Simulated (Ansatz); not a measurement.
Geometry optimisation, Ansatz, RKS PBE0-D4/def2-mTZVP.

Input file:

```yaml
crystal:
  periodic: [false, false, false]
  atoms:
    - { symbol: F, position_ang: [0.64878, -2.36062, 1.37609] }
    - { symbol: C, position_ang: [1.17319, -1.14815, 0.95598] }
    - { symbol: Si, position_ang: [0.1901, 0.02724, 0.0688] }
    - { symbol: Si, position_ang: [-1.53983, 0.94882, -0.97647] }
    - { symbol: H, position_ang: [1.46795, 0.66902, 0.23856] }
    - { symbol: H, position_ang: [-1.66773, 2.30103, -0.36078] }
    - { symbol: H, position_ang: [-1.01314, 1.29623, -2.32791] }
basis:
  gaussian: { orbitals: def2-mTZVP }
hamiltonian:
  xc: pbe0
  dispersion: d4
relax:
  f_tol: 0.02
  max_steps: 50
```

Launched with:

```bash
$ ansatz run input.yaml --threads 2 --pin off --max-ram 3072MiB --backend cpu --events-out ev --progress --plain --runs-dir out
```

Problem. Where does it end, and by what steps?

Solution. The run converged. After 24 steps the energy has fallen by 2.471 eV; H7 moved furthest, 1.51 Å.

```
step  energy less start (eV)  largest force component (eV/Å)  accepted
   0                  0.0000                           3.215       yes
   1                 -0.9156                           2.400       yes
   2                 -1.1927                           2.098       yes
   3                 -1.3909                           2.134       yes
   4                 -1.5772                           2.012       yes
   5                 -1.7480                           1.478       yes
   6                 -1.9084                           0.801       yes
   7                 -2.0096                           0.610       yes
   8                 -2.0997                           1.464       yes
   9                 -2.2119                           1.038       yes
  10                 -2.3125                           0.656       yes
  11                 -2.3807                           0.831       yes
  12                 -2.4358                           0.748       yes
  13                 -2.4464                           0.632       yes
  14                 -2.4529                           0.721       yes
  15                 -2.4635                           0.433       yes
  16                 -2.4679                           0.115       yes
  17                 -2.4690                           0.026       yes
  18                 -2.4694                           0.026       yes
  19                 -2.4696                           0.025       yes
  20                 -2.4700                           0.055       yes
  21                 -2.4703                           0.049       yes
  22                 -2.4705                           0.035       yes
  23                 -2.4673                           0.265        no
  24                 -2.4705                           0.012       yes
```

```xyz
7
Properties=species:S:1:pos:R:3
F 0.360 -2.209 -0.007
C 1.076 -1.260 0.554
Si 0.185 0.351 0.902
Si -0.920 1.037 -0.847
H 1.104 1.351 1.497
H -0.930 2.409 -1.415
H -1.616 0.055 -1.710
```

Run time: 18 s on 2 threads of AMD EPYC 9R45 (Zen 5) (shared host), peak memory 0.19 GiB.
